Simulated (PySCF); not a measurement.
Ta (tantalum, neutral) across methods

[Xe] 4f14 5d5, high-spin 6S determinant (an excited configuration). Calculation: PySCF 2.14, in ANO-RCC-VTZP (8s7p5d3f2g1h, 104 functions); the spin-free X2C one-electron Hamiltonian (Gaussian nucleus).

```csv
method,E (hartree),mean ε 4f α (eV),mean ε 4f β (eV),mean ε 5d α (eV),Σ⟨r²⟩ (bohr²),⟨S²⟩
UHF,-15599.35577,-35.624,-35.351,-5.432,62.21,8.760
PBE,-15604.66,-20.553,-20.235,-2.161,63.87,8.752
LDA,-15594.49,-20.990,-20.646,-2.344,64.03,8.752
PBE0,-15604.40,-24.443,-24.115,-3.066,63.08,8.753
```

(1) Estimate the same row for r2SCAN.

Spin-orbit coupling, which splits the p, d and f shells strongly at this Z, is absent.

Results:

(1) E (hartree) = -15604.71; mean ε 4f α (eV) = -20.579; mean ε 4f β (eV) = -20.211; mean ε 5d α (eV) = -2.200; Σ⟨r²⟩ (bohr²) = 63.08; ⟨S²⟩ = 8.755.
